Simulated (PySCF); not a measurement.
Spinor energies of Rh³³⁺ (rhodium, charge +33)

Start: [Ne] 3s2. Calculated with PySCF 2.14 in an even-tempered Gaussian basis (18 s from 5.9 bohr⁻², ratio 2.4; 13 p from 7.6 bohr⁻², ratio 2.4; 4 d from 26 bohr⁻², ratio 2.6; 4 f from 39 bohr⁻², ratio 2.6): generalised Hartree-Fock with the X2C-1e Hamiltonian and a Gaussian nucleus; one run each with spin-orbit coupling (SO) switched off, then screened by Boettger's factors.

```tsv
spinor shell	electrons	ε, spin-free (eV)	ε, screened SO (eV)	weight of nominal j (screened SO)	rms radius, screened SO (bohr)
1s1/2	2	-25219.5	-25218.5	1.000	0.0374
2s1/2	2	-5234.6	-5234.4	1.000	0.150
2p1/2	2	-4882.0	-4985.6	1.000	0.130
3s1/2	2	-2057.2	-2057.2	1.000	0.364
```

(1) Where does 2p3/2 lie, and what is the 2p spin-orbit splitting (screened SO)?

| quantity | spin-free | screened SO |
| --- | --- | --- |
| E (hartree) | -3911.91634 | -3912.54346 |
| M_J | 0 | 0 |
| ⟨J²⟩ | 0.000 | 0.000 |
| ⟨L²⟩ | 0.000 | 0.004 |
| ⟨S²⟩ | 0.000 | 0.004 |

Breit and QED terms are absent; they matter most for the inner s and p1/2 levels.

Densities and radii are taken from the X2C orbitals without a picture-change correction, which distorts them close to the nucleus.

Without spin-orbit coupling the j labels of p, d and f shells carry no meaning; the spin-free column gives the mean over the occupied spinors of each nl shell.

Results:

(1) At -4834.2 eV, 151.36 eV above 2p1/2.
